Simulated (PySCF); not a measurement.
## How methods differ on the excitation energy of Pb⁺

Pb⁺ [Xe] 4f14 5d10 6s2 6p1 (2P) → Pb⁺ [Xe] 4f14 5d10 6s2 7s1 (2S), as a difference of total energies. Calculation: PySCF 2.14, in aug-cc-pwCVDZ-PP with ECP60MDF (6s5p4d1f, 48 functions); a scalar-relativistic core potential. Correlated levels: valence: 5s2 5p6 5d10 frozen. The calculations carry no spin-orbit coupling.

```
           method  excitation energy (eV)
              UHF                   5.913
    MP2 (valence)                   5.881
SCS-MP2 (valence)                   5.889
   CCSD (valence)                   5.905
CCSD(T) (valence)                   5.900
  CCSDT (valence)                   5.898
```

Errors of the correlated levels include the incompleteness of this basis and the frozen core.

For comparison: 6.207 eV (measured; NIST levels, between the centres of gravity of the two terms).
